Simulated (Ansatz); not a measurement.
Input file for Ansatz (a quantum-chemistry and plane-wave program): R-BHLYP/def2-TZVPPD on GeH4 (SMILES [GeH4]) with ghost functions. Files ending in .json are basis or fitting sets from the Basis Set Exchange.

Ansatz 0.2 input:
```yaml
crystal:
  periodic: [false, false, false]
  atoms:
    - {symbol: Ge, position_ang: [0.02115008, 0.04975725, 3.48998926]}
    - {symbol: H, position_ang: [-0.75481217, -1.18504388, 3.01090709]}
    - {symbol: H, position_ang: [0.00309437, 0.09187431, 5.02802200]}
    - {symbol: H, position_ang: [-0.64324535, 1.32065027, 2.94288110]}
    - {symbol: H, position_ang: [1.47419660, -0.02853892, 3.00341783]}
basis:
  gaussian:
    orbitals: def2-TZVPPD.json
    ghost_atoms:
      - {symbol: C, position_ang: [0.05906047, 0.53007955, -0.26258428]}
      - {symbol: C, position_ang: [-0.10872583, -0.65430356, -0.22625497]}
      - {symbol: H, position_ang: [0.20757844, 1.58185548, -0.29305975]}
      - {symbol: H, position_ang: [-0.25793945, -1.70579050, -0.19013351]}
hamiltonian:
  xc: {name: BHLYP}
scf: {lower_state_search: off}
```

The log:

```
WARN ansatz: RAYON_NUM_THREADS=1 ignored (pool sized by the plan → 1); use --threads N
Functional definition: BHLYP
these checks for a lower state are left out or cut short: stability, starts, cluster_reference, orbital_swaps, neighbouring_geometries, increment
integrals: 0.13 GiB planned
1112 factors; their error is unknown
mean field: 1.16 GiB planned
mean field evaluation 1: about -56581.8140 eV, gradient 1.2e1 eV
mean field evaluation 2: about -56581.9137 eV, gradient 8.8e0 eV
mean field evaluation 4: about -56581.9556 eV, gradient 2.4e-1 eV
mean field evaluation 8: about -56582.4237 eV, gradient 1.1e-2 eV
mean field -56582.42373545 eV, -2079.3657193336 hartree, gradient 1.2e-6 eV, S^2 0.000000; 0 other end points of the search recorded, 0 dependent functions left out
reference -56582.42388825 eV, -2079.3657249489 hartree; 18, 18 occupied and 212, 212 virtual orbitals, 1112 factors
Total energy: -56582.42388825 eV, -2079.3657249489 hartree
Checks for a lower state left out: stability, starts, cluster_reference, orbital_swaps, neighbouring_geometries, increment
```

Self-consistency was reached.

Cost: very roughly 2.5 core-seconds.
